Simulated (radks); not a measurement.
Values are calculated unless marked as measured or tabulated.
Coulomb parameter of the 5d shell of neutral rhenium in the model configuration [Xe] 4f14 5d3.5 6s2 6p1.5, as a second difference U = [E(n + 0.5) + E(n - 0.5) - 2 E(n)] / (0.5)^2 with all orbitals relaxed. "Bare": the charge of the atom changes with n. "Screened": the 6p shell takes up the change at fixed total charge, which measures U(5d,5d) + U(6p,6p) - 2 U(5d,6p). Level of theory: Dirac Kohn-Sham, LDA (Slater exchange, Perdew-Wang correlation), spin-unpolarised, spherical densities, point nucleus; open shells are shared between the two j in proportion to 2j + 1 (a radial shooting solver on a logarithmic mesh with Libxc functionals).

| case | configuration | E - E(n) (eV) |
|---|---|---|
| start | [Xe] 4f14 5d3.5 6s2 6p1.5 | 0.000 |
| bare +0.5 | [Xe] 4f14 5d4 6s2 6p1.5 | -4.053 |
| bare -0.5 | [Xe] 4f14 5d3 6s2 6p1.5 | 6.275 |
| screened +0.5 | [Xe] 4f14 5d4 6s2 6p1 | -3.316 |
| screened -0.5 | [Xe] 4f14 5d3 6s2 6p2 | 3.860 |

U(bare) = 8.890 eV, U(screened by 6p) = 2.176 eV, against the Slater integral F0(5d,5d) = 13.749 eV with frozen orbitals. The step up makes a negative ion, whose loosely bound charge lowers the bare value.
